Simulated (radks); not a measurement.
Values are calculated unless marked as measured or tabulated.
Task: Ga, 31 electrons, occupied as [Ar] 3d10 4s1 4p2 (not the ground configuration). Level of theory: scalar-relativistic Kohn-Sham, BLYP, spin-polarised, spherical densities, finite nucleus; open shells are filled with parallel spins first; Fermi nuclear charge, rms radius 3.9973 fm (a radial shooting solver on a logarithmic mesh with Libxc functionals). Some entries of the table are withheld. Estimate them.

orbital,occ.,eigenvalue (eV),<1/r> (bohr^-1),<r> (bohr)
1s up,1,-10234.07,31.30,0.04860
1s down,1,-10233.97,31.30,0.04860
2s up,1,-1263.874,6.845,0.2179
2s down,1,-1263.842,6.845,0.2179
2p up,3,-1100.661,6.715,0.1907
2p down,3,-1100.599,6.715,0.1907
3s up,1,(1),2.185,0.6520
3s down,1,(2),2.185,0.6518
3p up,3,-100.1389,2.030,0.6795
3p down,3,-100.0068,2.032,0.6787
3d up,5,-20.5733,1.645,0.8134
3d down,5,-20.2789,1.658,0.8022
4s up,1,-10.4910,(3),2.277
4s down,0,-8.6345,(4),2.278
4p up,2,-3.6654,0.4182,3.106

Result: 
(1) 3s up eigenvalue (eV): -149.2984
(2) 3s down eigenvalue (eV): -149.1897
(3) 4s up <1/r> (bohr^-1): 0.5726
(4) 4s down <1/r> (bohr^-1): 0.5770
